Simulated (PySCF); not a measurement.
1-chloro-1,3-difluorobuta-1,2-diene (C4H3ClF2), SMILES FC(Cl)=C=C(C)F.

Geometry: B3LYP-D3(BJ)/def2-SVP.

Method: ωB97X/def2-TZVP in PySCF.

The molecule is in vacuum.

Q: Estimate the frontier levels, gap, dipole moment and polarisability. (Estimate from the structure and the level; the computed values follow.)

A: 
| Property | Result |
|---|---|
| highest occupied level | -10.12 eV |
| lowest empty level | 1.33 eV |
| orbital gap | 11.45 eV |
| dipole moment | 2.35 D |
| quadrupole, principal values (traceless, Buckingham form, about the centre of nuclear charge) | -5.97, -1.62, 7.60 D·Å |
| mean static polarisability | 65.0 bohr³ (9.64 Å³) |
| polarisability, principal values | 44.6, 49.7, 100.8 bohr³ |
